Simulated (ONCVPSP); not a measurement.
**An all-electron radial function and its pseudo partner (Se)**

Columns: radius, all-electron u(r) and pseudo u(r) of the 3p shell (level -169.16 eV) of selenium in the configuration [Ne] 3s2 3p6 3d10 4s2 4p2.5; LDA (Perdew-Zunger), scalar-relativistic, ONCV scheme, ONCVPSP 4.0.1.

```tsv
r (bohr)	all-electron	pseudo
0.047	-0.4442	0.0358
0.095	-0.7526	0.1407
0.142	-0.6250	0.2983
0.190	-0.2359	0.4963
0.237	0.2180	0.7050
0.285	0.6429	0.9115
0.332	0.9703	1.0886
0.380	1.2035	1.2308
0.427	1.3401	1.3248
0.475	1.4021	1.3732
0.522	1.4047	1.3775
0.570	1.3650	1.3449
0.617	1.2979	1.2850
0.665	1.2117	1.2045
0.712	1.1181	1.1143
0.760	1.0189	1.0171
0.807	0.9223	0.9215
0.855	0.8272	0.8268
0.902	0.7392	0.7389
0.950	0.6556	0.6554
0.997	0.5805	0.5803
1.045	0.5108	0.5106
1.092	0.4493	0.4491
1.140	0.3929	0.3927
1.187	0.3438	0.3437
1.235	0.2993	0.2992
```

Question: How many radial nodes do the two functions have?

Answer: The all-electron 3p function has n − l − 1 = 1; the pseudo-wave has 0, since the states of the same l below it are removed with the core.

Question: At about which radius was the pseudo-wave matched?

Answer: 0.95 bohr. The columns agree to 0.0005 from 0.85 bohr on; several derivatives are matched, so the curves merge somewhat inside the radius.

Question: Is the pseudo-wave norm-conserving?

Answer: Yes: the ONCV scheme keeps the norm inside the radius equal to the all-electron one, which fixes the energy derivative of the logarithmic derivative at the level.
